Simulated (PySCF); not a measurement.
**Ionisation energy of Mn(2+) by level of theory**

Mn(2+) [Ar] 3d5 (6S) → Mn(3+) [Ar] 3d4 (5D), as a difference of total energies. All numbers are calculated (PySCF 2.14, scalar relativity by spin-free X2C-1e, in ANO-RCC-VTZP (6s5p3d2f1g, 59 functions)). Correlated levels: valence: [Ar] frozen. The calculations carry no spin-orbit coupling.

```
           method  ionisation energy (eV)
              UHF                  32.459
    MP2 (valence)                  33.308
SCS-MP2 (valence)                  32.742
   CCSD (valence)                  33.332
CCSD(T) (valence)                  33.344
```

How much does correlation contribute at CCSD(T) (valence)?

33.344 − (32.459) = 0.885 eV, measured against UHF.

A first-order spin-orbit estimate (lowest level to lowest level, LS coupling) adds -0.079 eV.

Errors of the correlated levels include the incompleteness of this basis and the frozen core.

For comparison: 33.668 ± 0.012 eV (measured; NIST Atomic Spectra Database, ionization energies).
